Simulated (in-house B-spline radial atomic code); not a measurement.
The numbers below are computed, except where a source is named.
## Weak and strong correlation along the adiabatic connection

Two-electron singlets in several external potentials (atomic units), by full CI in B-splines with partial waves to l = 8 (correlation energies up to 0.6 % small). The repulsion is scaled by λ at fixed density; W(λ) is the mean repulsion less the Hartree energy, W(0) = E_x, and the area under W from 0 to 1 is E_xc.

One system gave this curve:

```csv
λ,W (hartree)
0,-1.028
0.02,-1.0299
0.05,-1.0327
0.12,-1.0392
0.25,-1.0508
0.4,-1.0633
0.6,-1.0789
0.8,-1.0932
1,-1.1065
1.4,-1.1302
2,-1.1601
3,-1.1988
4.5,-1.2398
7,-1.2835
10,-1.3156
```

Task: Which system is it?
A. −Z/r, Z = 3, wall at 0.5 bohr
B. −Z/r, Z = 1, wall at 2.8 bohr
C. ω²r²/2 − Z/r, ω = 0.0733, Z = 2
D. ω²r²/2 − Z/r, ω = 1.03, Z = 3

Result: C. The exchange energy sets the size: ω²r²/2 − Z/r, ω = 0.0733, Z = 2: E_x = -1.03, E_c = -0.042; −Z/r, Z = 3, wall at 0.5 bohr: E_x = -3.93, E_c = -0.048; ω²r²/2 − Z/r, ω = 1.03, Z = 3: E_x = -1.76, E_c = -0.0429; −Z/r, Z = 1, wall at 2.8 bohr: E_x = -0.746, E_c = -0.0395 hartree.
